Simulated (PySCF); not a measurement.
PySCF 2.14 output of an unrestricted r2SCAN calculation on a single atom or ion in aug-cc-pwCVTZ-DK, with the spin-free X2C one-electron Hamiltonian (Gaussian nucleus):

```
SCF conv_tol = 1e-09
number electrons alpha = 20  beta = 18
    J. W. Furness, A. D. Kaplan, J. Ning, J. P. Perdew, and J. Sun.,  J. Phys. Chem. Lett. 11, 8208-8215 (2020)
    J. W. Furness, A. D. Kaplan, J. Ning, J. P. Perdew, and J. Sun.,  J. Phys. Chem. Lett. 11, 9248-9248 (2020)
    J. W. Furness, A. D. Kaplan, J. Ning, J. P. Perdew, and J. Sun.,  J. Phys. Chem. Lett. 11, 8208-8215 (2020)
    J. W. Furness, A. D. Kaplan, J. Ning, J. P. Perdew, and J. Sun.,  J. Phys. Chem. Lett. 11, 9248-9248 (2020)
cycle= 1 E= -3817.5330485957  delta_E= -0.011  |g|= 0.0413  |ddm|= 0.553
cycle= 2 E= -3817.53313962867  delta_E= -9.1e-05  |g|= 0.0191  |ddm|= 0.0616
cycle= 3 E= -3817.53315446781  delta_E= -1.48e-05  |g|= 0.00198  |ddm|= 0.0161
cycle= 4 E= -3817.53315487106  delta_E= -4.03e-07  |g|= 0.000561  |ddm|= 0.00276
cycle= 5 E= -3817.53315491689  delta_E= -4.58e-08  |g|= 8.29e-06  |ddm|= 0.000752
cycle= 6 E= -3817.53315491691  delta_E= -2.64e-11  |g|= 4.65e-07  |ddm|= 2.21e-05
converged SCF energy = -3817.53315491691  <S^2> = 2.0018414  2S+1 = 3.0012274
```

The run itself started from symmetry-adapted Hartree-Fock orbitals and held the occupation by maximum overlap, on a logarithmic radial grid, so the iterations belong to that start.

Q: Which element, charge and spin multiplicity is this?

A: Nb(3+) (niobium, charge +3), multiplicity 3; the state was [Kr] 4d2, high-spin 3F determinant.
